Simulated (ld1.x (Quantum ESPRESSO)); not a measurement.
## lead: one change to a PAW potential, before and after

Pb (Z = 82), PAW, made with ld1.x (Quantum ESPRESSO) 7.5 (PBEsol, non-relativistic). Core [Xe] 4f14, reference 5d10 6s1.75 6p2.25. Waves: 6s (bound): rcut 1.70, rcutus 2.20 bohr; 6s channel at 0.2 Ry: rcut 1.70, rcutus 2.20 bohr; 6p (bound): rcut 2.75, rcutus 3.30 bohr; 6p channel at 1.3 Ry: rcut 2.75, rcutus 3.30 bohr; 5d (bound): rcut 1.95, rcutus 2.10 bohr; 5d channel at 1.8 Ry: rcut 1.95, rcutus 2.10 bohr; 5f channel at -0.15 Ry: rcut 2.50, rcutus 2.80 bohr; 5f channel at 2.4 Ry: rcut 2.50, rcutus 2.80 bohr. Local part: all-electron potential smoothed inside 1.60 bohr (lloc = -1). Core correction: a·sin(br)/r model core, default radius (core density twice the valence density). Augmentation charge: BG, radius 1.75 bohr.

Change: all radii but the core radius scaled by about 1.19 (s 2.62, p 3.94, d 2.50, f 3.34 bohr, rcut 2.02/3.28/2.32/2.98); local potential all-electron potential smoothed inside 1.90 bohr (lloc = -1); augmentation BG, radius 2.08 bohr.

Cutoffs: the cutoffs (Ry, on a coarse ladder) from which the occupation-weighted sum of valence levels, in a spherical-Bessel basis at the reference potential, stays within 10 and 1 mRy of its value at 400 Ry; they do not see the model core or the augmentation charge, which bear on the density cutoff. Errors are all-electron minus pseudo energies relative to the spin-unpolarised reference configuration.

**Question.** What does the change do?

**Answer.** The bound ghosts move from p, s to s; of the 7 tests that both files solve, the error grows in 5 and shrinks in 2 by more than 15 % and 0.3 meV (median size 0.4 → 2.6 meV).

```csv
quantity,base,changed
"cutoffs, loose and tight","30 Ry, 45 Ry",not determined
bound ghosts,"s, p","s (f not tested, overlap not positive)"
"error for 5d10 6s2 6p2, meV [ΔE -1.46 eV]",+0.1,-0.8
"error for 5d10 6s2 6p1, meV [ΔE 5.28 eV]",-0.4,+1.1
"error for 5d10 6s2 6p0, meV [ΔE 18.71 eV]",-4.7,-2.6
"error for 5d10 6s1 6p0, meV [ΔE 47.21 eV]",-15,-109
"error for 5d10 6s1 6p3, meV [ΔE 4.44 eV]",0.0,-5.5
"error for 5d10 6s2 6p2.3, meV [ΔE -2.32 eV]",0.0,-0.8
"error for 5d10 6s0 6p0, meV [ΔE 84.89 eV]",-30,-23
lowest overlap eigenvalue by channel,"s 0.36, p 0.17, d 0.78, f 0.91","s 0.24, p 0.10, d 0.76, f -56.10"
```

Base: ld1.x warns that Blöchl-style (BG) augmentation functions are not a good idea. Changed file: the overlap operator is not positive definite in a basis up to 400 Ry (lowest eigenvalue f -56.10), so the file is unfit for use: the generalised eigenproblem breaks down once the basis is large enough, and its test numbers describe a broken file. These tests converged, but a pseudo level misses the all-electron one widely, so the file describes the atom poorly there or has found another state: 5d10 6s0 6p0: empty 6s by 4.3 eV. ld1.x warns that Blöchl-style (BG) augmentation functions are not a good idea. A true bound ghost makes a file unfit for plane-wave use even where its test errors are small: the radial tests pick states by their node count and pass the ghost by.
